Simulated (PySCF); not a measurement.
How methods differ on the excitation energy of Mo²⁺

Mo²⁺ [Kr] 4d4 (5D) → Mo²⁺ [Kr] 4d3 5s1 (5F), as a difference of total energies. Computed with PySCF 2.14 in aug-cc-pVTZ-DK (9s8p6d3f2g, 102 functions), with the spin-free X2C one-electron Hamiltonian (Gaussian nucleus). Correlated levels: valence: [Kr] frozen. The calculations carry no spin-orbit coupling.

```
           method  excitation energy (cm⁻¹)
              UHF                     31327
    MP2 (valence)                     32637
SCS-MP2 (valence)                     31763
   CCSD (valence)                     32617
CCSD(T) (valence)                     32619
```

A first-order spin-orbit estimate (lowest level to lowest level, LS coupling) adds -0.061 eV.
